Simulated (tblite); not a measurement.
Compound: C₈H₉F.
InChI=1S/C8H9F/c9-7-3-1-4-8(7)5-2-6-8/h1,3-4H,2,5-6H2

Method: GFN2-xTB as coded in tblite; computed harmonic values from a numerical Hessian at the method's own geometry, unscaled. Errors from tens to a few hundred cm⁻¹ against measured bands are possible.

Harmonic wavenumbers (cm⁻¹): 74.3, 110.5, 169.0, 237.2, 312.7, 387.3, 512.7, 544.3, 584.0, 624.9, 740.2, 781.4, 792.2, 818.3, 844.1, 861.9, 868.5, 941.1, 1025.7, 1036.1, 1037.7, 1047.2, 1064.1, 1073.5, 1147.2, 1172.7, 1184.6, 1189.2, 1236.0, 1240.1, 1254.2, 1260.9, 1305.6, 1335.4, 1459.8, 1463.5, 1488.3, 1583.6, 1664.3, 3004.2, 3015.8, 3020.5, 3023.8, 3025.1, 3028.5, 3132.5, 3149.2, 3158.5.

A = 2631, B = 1639, C = 1199 MHz; mass 124.069 u (most abundant isotopes); point group Cs, symmetry number 1.

**Question.** What is the zero-point energy?

**Answer.** ½Σν̃ = 32016 cm⁻¹ = 91.54 kcal/mol.

**Question.** Give the ideal-gas entropy at 273.15 K and 1 bar in the rigid-rotor, harmonic-oscillator model (classical rotation).

**Answer.** Translation 39.95, rotation 28.26, vibration 16.39: S = 84.6 cal/(mol K).

**Question.** And Cp and H(273.15 K) − H(0)?

**Answer.** Cp = 29.40 cal/(mol K), of which vibrations give 21.45 (their classical limit is 48 R = 95.4); H(273.15 K) − H(0) = 4.74 kcal/mol without the zero-point energy, 2.56 from vibrations.

**Question.** How do the functions run with temperature in this model?

**Answer.** 
```
 T (K)  S (cal/(mol K))  Cp (cal/(mol K))  H − H(0) (kcal/mol)  G − H(0) (kcal/mol)  ln q(vib)
    50             56.0              10.7                 0.44                -2.36       0.18
   100             64.6              14.3                 1.07                -5.38       0.79
298.15             87.3              32.1                 5.50               -20.52       3.96
373.15             95.4              40.2                 8.22               -27.37       5.34
   500            108.9              52.1                14.10               -40.33       7.85
   750            133.3              67.9                29.27               -70.67      13.05
  1000            154.3              77.8                47.57              -106.68      18.17
```

q(vib) and H(0) count from the zero-point level.

**Question.** What must be added to the electronic energy to get the Gibbs energy at 273.15 K and 1 bar?

**Answer.** ZPE + [H(273.15 K) − H(0)] − T·S = 91.54 + 4.74 − 23.11 = 73.17 kcal/mol.

Hindered rotation and anharmonicity are outside this model.
